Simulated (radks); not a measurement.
Cs2+, configuration [Kr] 4d10 5s2 5p4 7f1 (not the ground configuration).

Calculated with a radial shooting solver on a logarithmic mesh with Libxc functionals: scalar-relativistic Kohn-Sham, PBE, spin-polarised, spherical densities, finite nucleus; open shells are filled with parallel spins first (spin-orbit coupling, left out, can overturn this in heavy ions); Fermi nuclear charge, rms radius 4.8041 fm.

Energy parts (hartree):
total: -7784.5387
kinetic: 8201.4165
electron-nucleus: -18786.1522
Hartree: 2991.3559
exchange-correlation: -191.1588

Orbitals (lengths in bohr, moments of r in powers of bohr; r(max) is where P^2 peaks; r(90%) holds 90 % of the orbital's charge):
[
 {"orbital": "1s up", "occ.": "1", "eigenvalue (hartree)": "-1316.535", "r(90%)": "0.0470", "r(max)": "0.01678", "<1/r>": "59.39", "<r^4>": "2.246e-06"},
 {"orbital": "1s down", "occ.": "1", "eigenvalue (hartree)": "-1316.531", "r(90%)": "0.0470", "r(max)": "0.01678", "<1/r>": "59.39", "<r^4>": "2.246e-06"},
 {"orbital": "2s up", "occ.": "1", "eigenvalue (hartree)": "-207.3724", "r(90%)": "0.173", "r(max)": "0.09488", "<1/r>": "13.64", "<r^4>": "0.0003778"},
 {"orbital": "2s down", "occ.": "1", "eigenvalue (hartree)": "-207.3706", "r(90%)": "0.173", "r(max)": "0.09488", "<1/r>": "13.64", "<r^4>": "0.0003777"},
 {"orbital": "2p up", "occ.": "3", "eigenvalue (hartree)": "-186.1371", "r(90%)": "0.160", "r(max)": "0.07618", "<1/r>": "13.00", "<r^4>": "0.0002743"},
 {"orbital": "2p down", "occ.": "3", "eigenvalue (hartree)": "-186.1338", "r(90%)": "0.160", "r(max)": "0.07619", "<1/r>": "13.00", "<r^4>": "0.0002743"},
 {"orbital": "3s up", "occ.": "1", "eigenvalue (hartree)": "-43.91247", "r(90%)": "0.439", "r(max)": "0.2725", "<1/r>": "4.917", "<r^4>": "0.01583"},
 {"orbital": "3s down", "occ.": "1", "eigenvalue (hartree)": "-43.90900", "r(90%)": "0.439", "r(max)": "0.2725", "<1/r>": "4.917", "<r^4>": "0.01583"},
 {"orbital": "3p up", "occ.": "3", "eigenvalue (hartree)": "-37.07765", "r(90%)": "0.445", "r(max)": "0.2666", "<1/r>": "4.668", "<r^4>": "0.01658"},
 {"orbital": "3p down", "occ.": "3", "eigenvalue (hartree)": "-37.07370", "r(90%)": "0.445", "r(max)": "0.2666", "<1/r>": "4.668", "<r^4>": "0.01658"},
 {"orbital": "3d up", "occ.": "5", "eigenvalue (hartree)": "-27.04378", "r(90%)": "0.429", "r(max)": "0.2204", "<1/r>": "4.423", "<r^4>": "0.01417"},
 {"orbital": "3d down", "occ.": "5", "eigenvalue (hartree)": "-27.04001", "r(90%)": "0.429", "r(max)": "0.2204", "<1/r>": "4.423", "<r^4>": "0.01416"},
 {"orbital": "4s up", "occ.": "1", "eigenvalue (hartree)": "-9.09929", "r(90%)": "0.999", "r(max)": "0.6424", "<1/r>": "2.018", "<r^4>": "0.4333"},
 {"orbital": "4s down", "occ.": "1", "eigenvalue (hartree)": "-9.09105", "r(90%)": "0.999", "r(max)": "0.6426", "<1/r>": "2.018", "<r^4>": "0.4325"},
 {"orbital": "4p up", "occ.": "3", "eigenvalue (hartree)": "-6.91301", "r(90%)": "1.08", "r(max)": "0.6727", "<1/r>": "1.856", "<r^4>": "0.5822"},
 {"orbital": "4p down", "occ.": "3", "eigenvalue (hartree)": "-6.90453", "r(90%)": "1.08", "r(max)": "0.6729", "<1/r>": "1.856", "<r^4>": "0.5794"},
 {"orbital": "4d up", "occ.": "5", "eigenvalue (hartree)": "-3.72959", "r(90%)": "1.26", "r(max)": "0.7202", "<1/r>": "1.586", "<r^4>": "1.093"},
 {"orbital": "4d down", "occ.": "5", "eigenvalue (hartree)": "-3.71774", "r(90%)": "1.26", "r(max)": "0.7202", "<1/r>": "1.589", "<r^4>": "1.072"},
 {"orbital": "5s up", "occ.": "1", "eigenvalue (hartree)": "-1.92633", "r(90%)": "2.39", "r(max)": "1.523", "<1/r>": "0.7833", "<r^4>": "14.23"},
 {"orbital": "5s down", "occ.": "1", "eigenvalue (hartree)": "-1.86148", "r(90%)": "2.39", "r(max)": "1.513", "<1/r>": "0.7880", "<r^4>": "14.25"},
 {"orbital": "5p up", "occ.": "3", "eigenvalue (hartree)": "-1.39674", "r(90%)": "2.76", "r(max)": "1.718", "<1/r>": "0.6766", "<r^4>": "25.03"},
 {"orbital": "5p down", "occ.": "1", "eigenvalue (hartree)": "-1.32936", "r(90%)": "2.79", "r(max)": "1.712", "<1/r>": "0.6756", "<r^4>": "25.87"},
 {"orbital": "7f up", "occ.": "1", "eigenvalue (hartree)": "-0.11575", "r(90%)": "21.2", "r(max)": "17.29", "<1/r>": "0.09999", "<r^4>": "95390"}
]

The highest occupied level is 7f up at -3.150 eV. The spin density at the nucleus is -2.256 e/bohr^3 (1s -0.512, 2s 0.133, 3s 0.082, 4s 0.355, 5s -2.314). Summed over all electrons, <r^2> = 305.8 bohr^2, which gives a Langevin (diamagnetic) susceptibility term of -242 x 10^-6 cm^3/mol. Spin moment in Bohr magnetons: 3. The electron density at the nucleus is 3.065e+05 e/bohr^3 (large components only). The density falls to 0.001 e/bohr^3 at r = 3.68 bohr.
